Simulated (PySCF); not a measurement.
Can point charges reproduce the dipole moment of `C=C1CC/C1=C\C[SiH2]N`?

Coordinates (PBE0-D3(BJ)/def2-SVP, Å) and charges (e) from the PBE0/pcSseg-1 density (PySCF):

| atom | x | y | z | Mulliken | IAO | Hirshfeld | ESP-fitted |
| --- | --- | --- | --- | --- | --- | --- | --- |
| C1 | -2.328 | 0.643 | 1.788 | -0.0858 | -0.3404 | -0.1191 | -0.6913 |
| C2 | -1.848 | 0.309 | 0.586 | -0.2939 | +0.0105 | -0.0050 | +0.2771 |
| C3 | -2.336 | 0.524 | -0.838 | -0.1333 | -0.2713 | -0.0713 | -0.3352 |
| C4 | -1.069 | -0.218 | -1.347 | -0.1405 | -0.2753 | -0.0736 | +0.0107 |
| C5 | -0.648 | -0.397 | 0.101 | -0.2081 | -0.0286 | -0.0132 | -0.0396 |
| C6 | 0.411 | -0.977 | 0.689 | -0.1509 | -0.1489 | -0.0433 | -0.2596 |
| C7 | 1.554 | -1.581 | -0.052 | -0.4541 | -0.5439 | -0.1551 | -0.3353 |
| Si8 | 2.935 | -0.299 | -0.237 | +0.7359 | +0.8964 | +0.3666 | +0.5793 |
| N9 | 2.232 | 1.122 | -0.940 | -0.6413 | -0.8354 | -0.3123 | -0.8992 |
| H10 | -3.271 | 1.187 | 1.891 | +0.1118 | +0.1482 | +0.0443 | +0.2436 |
| H11 | -1.794 | 0.380 | 2.706 | +0.1149 | +0.1465 | +0.0432 | +0.2236 |
| H12 | -3.290 | 0.029 | -1.074 | +0.1387 | +0.1444 | +0.0429 | +0.1143 |
| H13 | -2.412 | 1.580 | -1.143 | +0.1357 | +0.1423 | +0.0417 | +0.1213 |
| H14 | -0.374 | 0.386 | -1.949 | +0.1431 | +0.1475 | +0.0367 | +0.0370 |
| H15 | -1.267 | -1.158 | -1.888 | +0.1367 | +0.1395 | +0.0410 | +0.0608 |
| H16 | 0.469 | -0.958 | 1.784 | +0.0974 | +0.1440 | +0.0460 | +0.1828 |
| H17 | 1.252 | -1.896 | -1.064 | +0.1588 | +0.1537 | +0.0461 | +0.1354 |
| H18 | 1.962 | -2.461 | 0.473 | +0.1557 | +0.1546 | +0.0463 | +0.1312 |
| H19 | 3.564 | -0.111 | 1.117 | -0.1210 | -0.1705 | -0.1016 | -0.1530 |
| H20 | 4.009 | -0.773 | -1.164 | -0.1102 | -0.1358 | -0.0853 | -0.1169 |
| H21 | 2.845 | 1.843 | -1.306 | +0.1977 | +0.2613 | +0.1181 | +0.3625 |
| H22 | 1.447 | 1.541 | -0.451 | +0.2126 | +0.2614 | +0.1070 | +0.3506 |

Q: Compute μ = Σ q r for each scheme (1 e·Å = 4.803 D) and compare with the dipole of the full density.

A: The full density gives (0.19, 0.76, -0.29) D, 0.83 D in size; dipole vectors point from the negative to the positive end.

```
    scheme    μx    μy     μz  size (D)  share of the full size (%)  angle to the full dipole (°)
  Mulliken  1.27  0.61  -1.44      2.01                         241                            48
       IAO  1.51  0.32  -0.12      1.55                         186                            64
 Hirshfeld  0.42  0.24  -0.37      0.61                          73                            43
ESP-fitted  0.19  0.74  -0.33      0.83                         100                             3
```

Q: Which set comes closest?

A: Length of the difference vector: ESP-fitted 0.05 D, Hirshfeld 0.57 D, IAO 1.39 D, Mulliken 1.58 D. Closest: ESP-fitted. 

Q: What is left for the Hirshfeld atoms' own dipoles?

A: The Hirshfeld atoms' densities add up to the full density, so μ = Σ q r + Σ (atomic dipoles). The atomic dipoles sum to (0.19, 0.76, -0.29) − (0.42, 0.24, -0.37) = (-0.23, 0.52, 0.08) D, 0.57 D in size.

Q: With the origin at the mean of the coordinates, (0.093, -0.058, -0.105) Å, which are the largest single terms, by size, of the Mulliken dipole along the direction of the full one?

A: N9 -5.74, H21 +2.65, C7 +2.31, H22 +1.93, Si8 +1.73 D; all 22 atoms together +1.35 D. The single terms depend on the origin, their sum doesn't.

Q: Give the size of the full dipole in other units.

A: 0.83 D = 0.328 au = 0.174 e·Å = 2.78 × 10⁻³⁰ C·m.

Geometry: PBE0-D3(BJ)/def2-SVP, one conformer, isolated molecule.

Shape of the structure used: `[CH2:1]=[C:2]1[CH2:3][CH2:4]/[C:5]1=[CH:6]\[CH2:7][SiH2:8][NH2:9]`: C5–C6–C7–Si8 94°, C6–C7–Si8–N9 -53°, H–N9–Si8–C7 -167°, H–N9–Si8–C7 57°.
